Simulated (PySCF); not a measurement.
Structure problem from calculated spectra and properties.

Formula: C5H7F3OS.

* NMR, other nuclei: isotropic shieldings of nuclei other than C and H, by class: 278 (1 O), 253 (3 F), 198 (1 S) ppm [GIAO PBE0/pcSseg-1]
* 13C NMR: chemical shifts (computed TMS as zero) by class: 164.8 (1 C), 134.8 (1 C), 126.4 (1 C), 51.0 (1 C), 28.0 (1 C) ppm [GIAO PBE0/pcSseg-1]
* 1H NMR: chemical shifts (computed TMS as zero) by class: 6.45 (1 H), 5.84 (1 H), 4.45 (1 H), 2.46 (1 H), 2.34 (3 H) ppm [GIAO PBE0/pcSseg-1]
* Dipole: 3.23 D [PBE0/pcSseg-1]
* Rotational structure: rotational constants A, B, C: 1.923, 0.733, 0.683 GHz [GFN2-xTB]

Electronic properties: PySCF, gas phase, density fitting. Levels stand in brackets. One conformer (not necessarily the lowest) at the GFN2-xTB geometry, without solvent, vibrations or thermal averaging. NMR values are class means; diastereotopic atoms form classes of their own.

Problem. Propose a structure and show how it fits.

Solution. Numbering: `[CH2:1]=[C:2]([CH2:3][C:4]([F:5])([F:6])[F:7])[S@@:8]([CH3:9])=[O:10]`. 5 carbons fall into 5 classes; from least to most shielded: fully substituted alkene carbon [C2] (164.8 ppm), CF3 carbon [C4] (134.8 ppm), terminal =CH2 carbon [C1] (126.4 ppm), S-methyl carbon [C9] (51.0 ppm), allylic carbon [C3] (28.0 ppm). Hydrogen classes from least to most shielded: 1 H on a terminal =CH2 carbon, C1 (6.45 ppm), 1 H on a terminal =CH2 carbon, C1 (5.84 ppm), 1 H on an allylic carbon, C3 (4.45 ppm), 1 H on an allylic carbon, C3 (2.46 ppm), 3 H on an S-methyl carbon, C9 (2.34 ppm, a mean of values up to 1.4 ppm apart in this geometry). The other shieldings belong to: 278 ppm, sulfinyl oxygen [O10]; 253 ppm, fluorine of a CF3 group [F5/F6/F7]; 198 ppm, sulfinyl sulfur [S8]. The optimised geometry has point group C1 and is an asymmetric top. Structure: `C=C(CC(F)(F)F)[S@@](C)=O`. The assignments are read from this structure; whether some other isomer fits the data as well wasn't checked. The mirror image fits equally.

The values belong to the conformer `[CH2:1]=[C:2]([CH2:3][C:4]([F:5])([F:6])[F:7])[S@@:8]([CH3:9])=[O:10]`: C1–C2–C3–C4 -65°, C2–C3–C4–F5 -56°, C1–C2–S8–C9 84°.
